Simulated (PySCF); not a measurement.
C₄H₈O₃, SMILES COCCC(=O)O, GFN2-xTB optimised geometry.

```
15

C      2.33     0.68     0.89
O      1.55     1.11    -0.20
C      0.16     1.05     0.02
C     -0.40    -0.37     0.00
C     -1.91    -0.37     0.00
O     -2.61     0.60     0.00
O     -2.39    -1.62     0.00
H      2.05     1.22     1.81
H      2.25    -0.39     1.07
H      3.36     0.92     0.64
H     -0.28     1.62    -0.80
H     -0.10     1.54     0.96
H     -0.07    -0.95     0.87
H     -0.06    -0.90    -0.89
H     -3.36    -1.61     0.00
```

Density from PySCF with PBE0/def2-TZVP at that geometry.

Minimum of the electron density along straight lines between bonded atoms, close to the bond critical point (lines longer than 1.1 times the sum of covalent radii, or with two minima, are not listed):

```json
[
 {"bond": "C1–O2", "length / Å": "1.406", "ρ at the minimum / e bohr⁻³": "0.266", "∇²ρ there / e bohr⁻⁵": "-0.59", "position (fraction from the first atom)": "0.35"},
 {"bond": "O2–C3", "length / Å": "1.405", "ρ at the minimum / e bohr⁻³": "0.268", "∇²ρ there / e bohr⁻⁵": "-0.60", "position (fraction from the first atom)": "0.65"},
 {"bond": "C3–C4", "length / Å": "1.534", "ρ at the minimum / e bohr⁻³": "0.247", "∇²ρ there / e bohr⁻⁵": "-0.62", "position (fraction from the first atom)": "0.49"},
 {"bond": "C4–C5", "length / Å": "1.506", "ρ at the minimum / e bohr⁻³": "0.263", "∇²ρ there / e bohr⁻⁵": "-0.70", "position (fraction from the first atom)": "0.47"},
 {"bond": "C5–O6", "length / Å": "1.200", "ρ at the minimum / e bohr⁻³": "0.436", "∇²ρ there / e bohr⁻⁵": "-0.12", "position (fraction from the first atom)": "0.34"},
 {"bond": "C5–O7", "length / Å": "1.340", "ρ at the minimum / e bohr⁻³": "0.311", "∇²ρ there / e bohr⁻⁵": "-0.63", "position (fraction from the first atom)": "0.34"},
 {"bond": "C1–H8", "length / Å": "1.097", "ρ at the minimum / e bohr⁻³": "0.280", "∇²ρ there / e bohr⁻⁵": "-0.97", "position (fraction from the first atom)": "0.64"},
 {"bond": "C1–H9", "length / Å": "1.096", "ρ at the minimum / e bohr⁻³": "0.281", "∇²ρ there / e bohr⁻⁵": "-0.98", "position (fraction from the first atom)": "0.64"},
 {"bond": "C1–H10", "length / Å": "1.088", "ρ at the minimum / e bohr⁻³": "0.287", "∇²ρ there / e bohr⁻⁵": "-1.02", "position (fraction from the first atom)": "0.65"},
 {"bond": "C3–H11", "length / Å": "1.092", "ρ at the minimum / e bohr⁻³": "0.288", "∇²ρ there / e bohr⁻⁵": "-1.03", "position (fraction from the first atom)": "0.65"},
 {"bond": "C3–H12", "length / Å": "1.099", "ρ at the minimum / e bohr⁻³": "0.281", "∇²ρ there / e bohr⁻⁵": "-0.98", "position (fraction from the first atom)": "0.65"},
 {"bond": "C4–H13", "length / Å": "1.092", "ρ at the minimum / e bohr⁻³": "0.277", "∇²ρ there / e bohr⁻⁵": "-0.94", "position (fraction from the first atom)": "0.64"},
 {"bond": "C4–H14", "length / Å": "1.092", "ρ at the minimum / e bohr⁻³": "0.277", "∇²ρ there / e bohr⁻⁵": "-0.94", "position (fraction from the first atom)": "0.64"},
 {"bond": "O7–H15", "length / Å": "0.971", "ρ at the minimum / e bohr⁻³": "0.352", "∇²ρ there / e bohr⁻⁵": "-2.43", "position (fraction from the first atom)": "0.81"}
]
```
